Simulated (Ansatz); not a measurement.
Z-matrix (Å, degrees):
```
C
O 1 1.394
H 1 1.097 2 112.8
H 1 1.095 2 110.0 3 -120.4
H 1 1.096 2 110.4 3 120.8
Al 2 1.680 1 138.6 3 -8.6
O 6 1.673 2 124.6 1 -1.8
O 6 1.687 2 118.7 1 178.2
C 7 1.392 6 140.0 2 -2.5
H 8 0.956 6 120.7 2 -0.4
H 9 1.097 7 112.9 6 -7.2
H 9 1.095 7 110.0 6 -127.6
H 9 1.096 7 110.4 6 113.6
```

Charge 0, multiplicity 1.

Question: List the ωB97M-V/def2-TZVPP orbital energies in eV (Ansatz 0.2.0). (Best estimate.)

Answer: Ansatz gave: Occupied: -1531.73, -525.58, -525.52, -525.42, -282.64, -282.60, -116.36, -76.02, -75.89, -75.84, -30.58, -30.34, -29.75, -21.67, -21.45, -16.72, -15.89, -15.41, -15.07, -14.98, -14.93, -14.65, -12.11, -11.77, -11.29, -10.69, -10.42, -10.38. Lowest empty: 1.32, 2.29, 2.54, 3.19, 3.75, 4.32, 4.61, 4.96.
